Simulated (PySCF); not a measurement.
Molecule: SMILES B[C@@H]1CC1=C, C₄H₇B.

Mapped SMILES: `[BH2:1][C@@H:2]1[CH2:3][C:4]1=[CH2:5]`. Hydrogens are named by the atom that carries them. Ha(C3) is cis to B1 on the ring; Ha(C5) is cis to C2; Hb(C3) is trans to B1 on the ring; Hb(C5) is trans to C2.

Geometry PBE0-D3(BJ)/def2-SVP throughout; GIAO in PySCF 2.14, gas phase, one conformer, non-relativistic; equivalent atoms averaged; functional PBE0.

For orientation, pcSseg-0 gives these shifts δ (against BF3·OEt2, TMS at the same level): B1 80.6, C4 141.5, C5 122.0, C2 29.0, C3 20.4, Hb(C5) 5.92, H(C2) 2.61, Hb(C3) 2.22, Ha(C3) 2.13 ppm.

A run gave: B1 74.1, C4 141.2, C5 112.6, C2 28.0, C3 18.5, Hb(C5) 5.84, H(C2) 2.35, Hb(C3) 1.88, Ha(C3) 1.84 ppm (shifts δ (against BF3·OEt2, TMS at the same level)).

Which basis set was used in that run?
A. IGLO-III
B. pcSseg-2
C. def2-TZVP
D. def2-SVP

## Answers

C. C4 tells them apart best: def2-TZVP gives 141.2, pcSseg-2 gives 145.7, def2-SVP gives 132.7, IGLO-III gives 144.3 ppm.
